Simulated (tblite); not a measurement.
Record of a relaxation.

Species: C3H10GeS2 (charge +1 and doublet state).
Bonds: C1–S2, S2–C3, C3–C4, C4–S5, S5–Ge6. Hydrogens: H7, H8, H9 on C1; H10, H11 on C3; H12, H13 on C4; H14, H15, H16 on Ge6.

Computed with GFN2-xTB (tblite), gas phase: L-BFGS steps from a force-field or distance-geometry start until the largest atomic force falls under 0.01 eV/Å. 6 of its 38 geometries are shown.

Step 0: E = -530.0969 eV, largest atomic force 1.505 eV/Å
```
atom  x, y, z in Å  |  force x, y, z in eV/Å
C1     -3.443   -0.052   -0.335   -0.794   0.238   0.015
S2     -1.925   -0.997   -0.594   -0.306   0.657   0.291
C3     -0.816    0.305    0.062   -0.109   0.678   0.119
C4      0.624   -0.147   -0.006   -0.208  -0.930   0.456
S5      1.717    1.151    0.652   -0.058   0.019  -0.032
Ge6     3.564   -0.041    0.321    1.467  -0.308   0.134
H7     -3.421    0.889   -0.934    0.053  -0.748   0.458
H8     -3.572    0.200    0.746    0.180  -0.238  -0.855
H9     -4.311   -0.663   -0.665    0.654   0.363   0.217
H10    -1.105    0.535    1.116    0.113  -0.163  -0.720
H11    -0.948    1.224   -0.559   -0.030  -0.584   0.438
H12     0.740   -1.075    0.621    0.034   0.675  -0.516
H13     0.894   -0.380   -1.040    0.073   0.018   0.081
H14     4.804    0.784    0.776   -0.716  -0.329  -0.200
H15     3.703   -0.378   -1.179   -0.221   0.108   0.489
H16     3.487   -1.348    1.162   -0.132   0.545  -0.375
```

Step 7: E = -530.3022 eV, largest atomic force 0.106 eV/Å
```
atom  x, y, z in Å  |  force x, y, z in eV/Å
C1     -3.475   -0.045   -0.336   -0.009  -0.008  -0.001
S2     -1.948   -0.960   -0.575   -0.025   0.083   0.030
C3     -0.814    0.320    0.065    0.055   0.010   0.010
C4      0.617   -0.170   -0.003   -0.006  -0.027  -0.025
S5      1.757    1.111    0.636   -0.045   0.054   0.017
Ge6     3.651   -0.060    0.325    0.094   0.036   0.033
H7     -3.432    0.871   -0.923   -0.078  -0.043   0.023
H8     -3.578    0.193    0.722   -0.076  -0.006  -0.055
H9     -4.301   -0.667   -0.665    0.014   0.017   0.006
H10    -1.105    0.538    1.094    0.029   0.014  -0.009
H11    -0.950    1.218   -0.541    0.029  -0.004   0.023
H12     0.746   -1.068    0.605   -0.021  -0.041  -0.017
H13     0.901   -0.388   -1.034   -0.018  -0.041  -0.014
H14     4.776    0.789    0.777    0.051   0.071   0.037
H15     3.677   -0.370   -1.134    0.008  -0.032  -0.100
H16     3.470   -1.304    1.130   -0.001  -0.083   0.042
```

Step 15: E = -530.3159 eV, largest atomic force 0.157 eV/Å
```
atom  x, y, z in Å  |  force x, y, z in eV/Å
C1     -3.507   -0.041   -0.336   -0.045   0.005  -0.007
S2     -1.958   -0.926   -0.562   -0.083   0.022   0.011
C3     -0.800    0.331    0.071    0.030   0.045   0.017
C4      0.620   -0.188   -0.011   -0.022  -0.069  -0.019
S5      1.760    1.091    0.627    0.132  -0.023   0.003
Ge6     3.690   -0.060    0.328   -0.070   0.128   0.059
H7     -3.497    0.873   -0.928    0.000  -0.038   0.034
H8     -3.647    0.197    0.718    0.015  -0.013  -0.057
H9     -4.309   -0.691   -0.677    0.029   0.009   0.009
H10    -1.067    0.555    1.105   -0.023   0.011  -0.007
H11    -0.913    1.235   -0.531   -0.024   0.010   0.009
H12     0.738   -1.092    0.590    0.002  -0.013   0.031
H13     0.892   -0.416   -1.043    0.005   0.013  -0.038
H14     4.795    0.824    0.795   -0.046  -0.042  -0.024
H15     3.699   -0.374   -1.133    0.056  -0.004  -0.059
H16     3.494   -1.308    1.129    0.045  -0.040   0.040
```

Step 22: E = -530.3205 eV, largest atomic force 0.067 eV/Å
```
atom  x, y, z in Å  |  force x, y, z in eV/Å
C1     -3.528   -0.039   -0.338   -0.006   0.012   0.008
S2     -1.970   -0.907   -0.553    0.002  -0.059  -0.031
C3     -0.794    0.340    0.075   -0.031   0.018   0.006
C4      0.621   -0.200   -0.016   -0.044   0.011   0.010
S5      1.770    1.077    0.622    0.020  -0.022  -0.007
Ge6     3.696   -0.060    0.330    0.032   0.016   0.010
H7     -3.527    0.874   -0.928   -0.002  -0.004  -0.007
H8     -3.675    0.197    0.713   -0.008  -0.001   0.007
H9     -4.316   -0.704   -0.683    0.016   0.022   0.007
H10    -1.058    0.568    1.109    0.003  -0.005   0.014
H11    -0.904    1.246   -0.523    0.004  -0.001  -0.013
H12     0.733   -1.104    0.589   -0.007   0.032  -0.030
H13     0.887   -0.424   -1.052   -0.009   0.000   0.031
H14     4.790    0.830    0.797   -0.006   0.008   0.002
H15     3.737   -0.372   -1.134    0.020  -0.010  -0.013
H16     3.530   -1.310    1.137    0.017  -0.017   0.005
```

Step 30: E = -530.3228 eV, largest atomic force 0.052 eV/Å
```
atom  x, y, z in Å  |  force x, y, z in eV/Å
C1     -3.536   -0.038   -0.338   -0.023   0.011  -0.001
S2     -1.979   -0.904   -0.553    0.031  -0.041  -0.008
C3     -0.805    0.345    0.077    0.017   0.014   0.004
C4      0.609   -0.197   -0.016    0.000  -0.020   0.001
S5      1.784    1.060    0.616   -0.020  -0.006  -0.004
Ge6     3.717   -0.069    0.328    0.014   0.023   0.009
H7     -3.537    0.873   -0.930    0.003   0.019   0.001
H8     -3.688    0.197    0.713    0.003   0.008   0.008
H9     -4.323   -0.702   -0.684   -0.006  -0.004   0.001
H10    -1.067    0.572    1.112   -0.005   0.005  -0.009
H11    -0.914    1.250   -0.525   -0.005   0.005   0.010
H12     0.717   -1.103    0.585   -0.004   0.003  -0.004
H13     0.871   -0.424   -1.051   -0.004  -0.002  -0.004
H14     4.789    0.847    0.803   -0.008  -0.005  -0.001
H15     3.783   -0.379   -1.136    0.002  -0.010   0.009
H16     3.573   -1.319    1.141    0.006   0.000  -0.013
```

Step 37: E = -530.3231 eV, largest atomic force 0.009 eV/Å
```
atom  x, y, z in Å  |  force x, y, z in eV/Å
C1     -3.537   -0.037   -0.338   -0.005   0.006   0.003
S2     -1.979   -0.906   -0.553    0.000   0.001  -0.001
C3     -0.806    0.346    0.076    0.002   0.000   0.001
C4      0.606   -0.200   -0.017    0.001  -0.004  -0.001
S5      1.782    1.056    0.615   -0.001   0.000  -0.001
Ge6     3.721   -0.065    0.330    0.000  -0.001   0.000
H7     -3.537    0.875   -0.929    0.005   0.002  -0.004
H8     -3.687    0.199    0.713    0.004   0.000   0.008
H9     -4.325   -0.701   -0.683   -0.001   0.003  -0.002
H10    -1.070    0.573    1.111    0.001  -0.004   0.002
H11    -0.916    1.251   -0.523    0.001  -0.005  -0.004
H12     0.712   -1.105    0.585    0.000  -0.004  -0.005
H13     0.866   -0.426   -1.053    0.000  -0.007  -0.001
H14     4.789    0.852    0.806   -0.005   0.004   0.001
H15     3.791   -0.383   -1.133    0.000   0.006  -0.001
H16     3.583   -1.319    1.137    0.000   0.002   0.005
```

Task: Summarise the path.

Result: The energy falls by 5.22 kcal/mol from step 0 to step 37; nine tenths of that is first reached at step 7. It falls at every step. The largest force goes from 1.505 to 0.009 eV/Å. Among the bonds Ge6–H14 changes most, from 1.557 to 1.486 Å; the atoms move by 0.092 Å rms after alignment.

Task: Follow the three bonds and two angles with the largest change from start to end.

Result: 
| step | E above end (kcal/mol) | largest force (eV/Å) | Ge6–H14 (Å) | Ge6–H16 (Å) | Ge6–H15 (Å) | C4–S5–Ge6 (°) | C1–S2–C3 (°) |
| --- | --- | --- | --- | --- | --- | --- | --- |
| 0 | 5.22 | 1.505 | 1.557 | 1.556 | 1.544 | 93.6 | 94.9 |
| 2 | 1.18 | 0.389 | 1.491 | 1.521 | 1.520 | 94.3 | 96.3 |
| 3 | 0.93 | 0.363 | 1.483 | 1.512 | 1.512 | 94.7 | 96.7 |
| 5 | 0.63 | 0.174 | 1.479 | 1.493 | 1.494 | 95.6 | 97.1 |
| 6 | 0.53 | 0.123 | 1.480 | 1.490 | 1.490 | 96.1 | 97.1 |
| 8 | 0.43 | 0.139 | 1.482 | 1.496 | 1.495 | 96.7 | 97.3 |
| 10 | 0.34 | 0.095 | 1.486 | 1.503 | 1.503 | 97.0 | 97.9 |
| 11 | 0.32 | 0.092 | 1.488 | 1.503 | 1.503 | 97.0 | 98.2 |
| 13 | 0.26 | 0.119 | 1.491 | 1.499 | 1.499 | 97.1 | 98.6 |
| 14 | 0.22 | 0.166 | 1.491 | 1.497 | 1.496 | 97.2 | 99.0 |
| 16 | 0.12 | 0.102 | 1.487 | 1.496 | 1.495 | 97.7 | 99.9 |
| 18 | 0.09 | 0.055 | 1.485 | 1.498 | 1.498 | 97.9 | 100.3 |
| 19 | 0.09 | 0.065 | 1.485 | 1.499 | 1.499 | 97.9 | 100.5 |
| 21 | 0.07 | 0.075 | 1.486 | 1.498 | 1.498 | 97.9 | 100.7 |
| 23 | 0.05 | 0.049 | 1.486 | 1.497 | 1.497 | 98.2 | 100.8 |
| 24 | 0.04 | 0.051 | 1.485 | 1.497 | 1.497 | 98.4 | 100.8 |
| 26 | 0.03 | 0.052 | 1.485 | 1.499 | 1.499 | 98.9 | 100.6 |
| 27 | 0.02 | 0.035 | 1.485 | 1.499 | 1.499 | 99.0 | 100.6 |
| 29 | 0.01 | 0.048 | 1.487 | 1.499 | 1.499 | 99.2 | 100.7 |
| 31 | 0.00 | 0.031 | 1.487 | 1.498 | 1.498 | 99.4 | 100.7 |
| 32 | 0.00 | 0.015 | 1.486 | 1.498 | 1.498 | 99.5 | 100.7 |
| 34 | 0.00 | 0.021 | 1.486 | 1.498 | 1.498 | 99.5 | 100.6 |
| 35 | 0.00 | 0.020 | 1.486 | 1.498 | 1.498 | 99.6 | 100.6 |
| 37 | 0.00 | 0.009 | 1.486 | 1.498 | 1.498 | 99.6 | 100.6 |

What follows is the cost of the whole relaxation. Time: 0.31 s of wall time. Hardware: an Arm Neoverse V1 with one thread, no GPU, shared host with 32 logical CPUs at a one-minute load of 9.0.
